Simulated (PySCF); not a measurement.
# Ionisation energy of Sn⁺ by level of theory

Sn⁺ [Kr] 4d10 5s2 5p1 (2P) → Sn²⁺ [Kr] 4d10 5s2 (1S), as a difference of total energies. All numbers are calculated (PySCF 2.14, scalar relativity through the core potential, in def2-QZVPPD with the def2 core potential (28 electrons) (8s6p5d4f1g, 88 functions)). Correlated levels: valence: 4s2 4p6 4d10 frozen. The calculations carry no spin-orbit coupling.

```
           method  ionisation energy (eV)  error (eV)
              UHF                  13.756      -0.526
    MP2 (valence)                  13.989      -0.293
SCS-MP2 (valence)                  13.980      -0.302
   CCSD (valence)                  14.045      -0.237
CCSD(T) (valence)                  14.065      -0.217
```

Reference: 14.282 eV (measured; NIST levels, between the centres of gravity of the two terms).

Errors of the correlated levels include the incompleteness of this basis and the frozen core.
